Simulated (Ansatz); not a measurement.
Cu12Mo, relaxed as a singlet with RKS PBE-D4/def2-SVP in Ansatz, starting from packed atoms. Force threshold 0.03 eV/Å.

In the def2 sets Mo takes a core potential; there is no spin–orbit coupling. Single mean-field runs in def2-SVP are fitted with def2-universal-jkfit. The restricted singlet is unstable: a solution with broken spin symmetry lies lower. Another isomer (singlet) lies 0.29 eV lower at PBE0-D4/def2-TZVP; other spin states weren't run for this one.

Start:

```xyz
13

Mo    1.930    1.596    1.858
Cu    1.237   -1.736   -2.018
Cu   -0.490    1.615   -2.820
Cu    0.511   -0.621    0.680
Cu   -1.988   -0.680    0.976
Cu   -2.782    1.306   -0.624
Cu   -1.067   -0.590   -1.505
Cu   -1.123   -3.130   -0.772
Cu   -0.263    2.568   -0.112
Cu    1.380    0.739   -1.420
Cu   -0.777    1.261    2.260
Cu    3.246   -0.459    0.315
Cu    0.183   -1.868    3.183
```

Task: Estimate the energy that the relaxation releases and the steps that it takes.

Result: 179.5 kcal/mol, in 19 steps; 77 s on 2 threads of AMD EPYC 7R13 on a shared host and a share (18 GiB) of an NVIDIA H100 80GB HBM3. No frequencies were taken in this run, so the end may be a saddle point.

Task: Does the start keep its bonding and symmetry?

Result: Bonds lost: Cu3–Cu10 (atoms count from 1). Bonds formed: Mo1–Cu13, Cu4–Cu9, Cu6–Cu11, Cu7–Cu9, Cu11–Cu13, Cu12–Cu13 (atoms count from 1). Metal–metal contacts that move far: Mo1–Cu10 3.43 to 2.51 Å, Cu4–Cu8 3.33 to 2.46 Å, Cu3–Cu6 3.19 to 2.40 Å, Cu2–Cu12 3.33 to 2.61 Å, Cu5–Cu8 3.13 to 2.43 Å.

Task: Predict the relaxed structure.

Result: 
Cartesian coordinates in Å:
```
Mo 1.609 1.361 1.374
Cu 1.426 -1.787 -1.342
Cu -1.472 1.973 -2.296
Cu 0.243 -0.898 0.529
Cu -2.167 -1.034 0.407
Cu -2.386 1.224 -0.206
Cu -0.722 -0.149 -1.527
Cu -0.837 -2.500 -0.996
Cu -0.129 1.912 -0.284
Cu 1.723 0.544 -0.993
Cu -0.894 0.791 1.769
Cu 2.612 -0.892 0.802
Cu 0.995 -0.545 2.763
```
Bond lengths (bridged metal pairs left out): 31 × Cu–Cu 2.35 to 2.95 Å; 6 × Cu–Mo 2.44 to 2.77 Å.
